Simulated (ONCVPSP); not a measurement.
## What the settings do to the ONCV potential of Hg (Z = 80)

Base potential:

mercury, optimised norm-conserving Vanderbilt (ONCV), made with ONCVPSP 4.0.1 (PBE, scalar-relativistic). Core [Kr] 4d10 4f14, reference 5s2 5p6 5d10 6s2. Waves: 5s+6s: rc 1.70 bohr, ncon 4, nbas 9, qcut 5.4 1/bohr, 2 projectors; 5p: rc 1.45 bohr, ncon 4, nbas 7, qcut 8.6 1/bohr, 3 projectors, debl 2.6 Ha; 5d: rc 1.45 bohr, ncon 4, nbas 7, qcut 6.9 1/bohr, local. Local part: the d channel. Core correction: polynomial model core, fcfact 0.2.

Cutoffs, loose and tight: the cutoffs (Ha) at which the residual kinetic energy of the hardest occupied pseudo-wave falls to 1 and 0.1 mHa per electron. They do not see the model core or the augmentation charge, which bear on the density cutoff. Test errors are all-electron minus pseudo excitation energies from the reference, over the configurations 5s2 5p6 5d10 6s1; 5s2 5p6 5d10 6s0; 5s2 5p6 5d9 6s0; 5s2 5p6 5d10 6s1.5. A dash means not determined; rows that change the core or the reference have their own tests.

```tsv
change	outcome	cutoff, loose	cutoff, tight	bound ghosts	GHOST(+) flags above zero	largest test error (meV)
base	generated	28 Ha	46 Ha	none	none	-33
all radii but the core radius scaled by about 1.30 (s 2.20, p 1.88, d 1.88 bohr)	generated	20 Ha	23 Ha	none	none	-53
core correction polynomial model core, fcfact 0.76	generated	28 Ha	46 Ha	none	none	-34
core correction Teter function fitted to the true core (icmod 2), fcfact 0.4	generated	28 Ha	46 Ha	none	none	-30
```

(1) What comes out with this change to the base: p: qcut 9.5?

(2) What comes out with this change to the base: s: ncon 3, nbas 8?

## Answers

(1) outcome: generated; cutoff, loose: 32 Ha; cutoff, tight: 46 Ha; bound ghosts: none; GHOST(+) flags above zero: none; largest test error (meV): -33.

(2) outcome: generated; cutoff, loose: 28 Ha; cutoff, tight: 34 Ha; bound ghosts: none; GHOST(+) flags above zero: none; largest test error (meV): -31.
